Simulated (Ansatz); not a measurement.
Coupled-cluster diagnostics for TaSeCl3, Ansatz.

Geometry of the singlet (r2SCAN-D4/def2-SVP):

```xyz
5

Ta   -0.017   -0.012    0.028
Se    1.082    0.778   -1.811
Cl    1.160    0.633    1.883
Cl   -0.107   -2.294   -0.133
Cl   -2.118    0.895    0.034
```

In the def2 sets Ta takes a core potential; there is no spin–orbit coupling. Correlated methods freeze 24 core orbitals; core or outer-core shells of Ta, Se are correlated, in sets that lack core-valence functions.

Problem. Estimate the CCSD(T) correlation energy, the shares of MP2 and (T), T1 and the reference's ⟨S²⟩ for: charge 0, singlet, own geometry in def2-SVP; charge 1, doublet, vertical in def2-SVP; and the rough time on 4 threads of Arm Neoverse V2 on a shared host.

Solution. 
```
                          state     basis  correlation (eV)  MP2 share (%)  (T) share (%)     T1  ⟨S²⟩ (pure)  wall time
charge 0, singlet, own geometry  def2-SVP           -26.429           96.6            4.2  0.018  0.00 (0.00)       12 s
    charge 1, doublet, vertical  def2-SVP           -25.792           95.0            4.2  0.022  0.76 (0.75)       55 s
```
Customary marks for T1 are 0.02 (closed shells), 0.045 (open shells) and about 0.05 (3d metals). T1 exceeds 0.02 in 1 of 2 rows and 0.045 in 0; the higher it lies, the less the single-reference result can be trusted.
